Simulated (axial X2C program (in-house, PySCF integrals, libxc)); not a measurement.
Spin–orbit effects down a group: molecules with Li, PBE0

Computed with an in-house relativistic program for diatomic molecules, spin-free (one-electron X2C) or two-component (2c: spin–orbit coupling with atomic mean-field Coulomb and Gaunt terms, which also bring small scalar terms), in Dyall basis sets with cores contracted in-house; open shells are unrestricted.

Basis sets: B dyall-v3z, Ga dyall-cv3z, In dyall-cv3z, Li dyall-cv3z.

```
molecule  spin-free state  Re (Å)  ωe (cm⁻¹)  De (eV)  2c state  Re 2c (Å)  ωe 2c (cm⁻¹)  De 2c (eV)
     LiB   M_S = 1, Λ = 1   2.130      546.4     1.31     Ω = 2      2.131         546.4        1.30
    LiGa   M_S = 0, Λ = 0   2.865      280.9     0.85     Ω = 0      2.864         280.4         n/a
    LiIn   M_S = 0, Λ = 0   3.001      267.1     0.88     Ω = 0      2.990         264.7         n/a
```

Q: Work out the shifts from the spin-free to the two-component result.

A: 

```tsv
molecule	2c state	ΔRe (Å)	Δωe (cm⁻¹)	ΔDe (eV)
LiB	Ω = 2	0.001	0.0	-0.01
LiGa	Ω = 0	-0.001	-0.5	n/a
LiIn	Ω = 0	-0.011	-2.4	n/a
```

Shifts of one unit in the last digit are rounding.

Each entry is the lowest single determinant of a limited PBE0 search at one distance. De goes to single-determinant-based atoms at the same level (for ions the charge split of lowest energy) and is withheld (n/a) where an atom does not fit its ground term or J level. Main or longest-lived isotopes. One determinant is a doubtful description, or other states lie close, for LiB, LiGa, LiIn; these need not be ground states, and all values refer to the states named. Some open-shell Ω = 0 determinants are out of reach, so the Ω given for LiB need not be the lowest component. With several unpaired electrons the Ω given is that of one determinant, not necessarily of the lowest component. Some light 2c atoms are not at their ground J level, so De misses part of their lowering (0.04 eV or less). The functionals have no current term, which raises determinants with orbital currents.
